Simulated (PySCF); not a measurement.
How methods differ on the ionisation energy of Sn²⁶⁺

Sn²⁶⁺ [Ar] 3d6 (5D) → Sn²⁷⁺ [Ar] 3d5 (6S), as a difference of total energies. All numbers are calculated (PySCF 2.14, the non-relativistic Hamiltonian (point nucleus), in an even-tempered Gaussian basis (17 s from 3.4 bohr⁻², ratio 2.5; 11 p from 4.4 bohr⁻², ratio 2.5; 8 d from 4.4 bohr⁻², ratio 2.5; 4 f from 18 bohr⁻², ratio 2.7; 3 g from 27 bohr⁻², ratio 2.7)). Correlated levels: outer shells: [Ne] frozen; virtual orbitals above 40 to 60 times the deepest correlated orbital energy dropped. The calculations carry no spin-orbit coupling.

```
                method  ionisation energy (eV)
                   UHF                  1420.6
                   LDA                  1423.1
                   PBE                  1423.6
                  PBE0                  1423.4
                r2SCAN                  1423.6
                revPBE                  1423.5
                M06-2X                  1423.6
    MP2 (outer shells)                  1421.9
SCS-MP2 (outer shells)                  1422.1
```

A first-order spin-orbit estimate (lowest level to lowest level, LS coupling) adds 3.858 eV.

All relativistic terms are absent from these numbers, so their closeness to the reference says little about the methods.

For comparison: 1421 ± 4 eV (theoretical estimate listed by NIST; NIST Atomic Spectra Database, ionization energies).
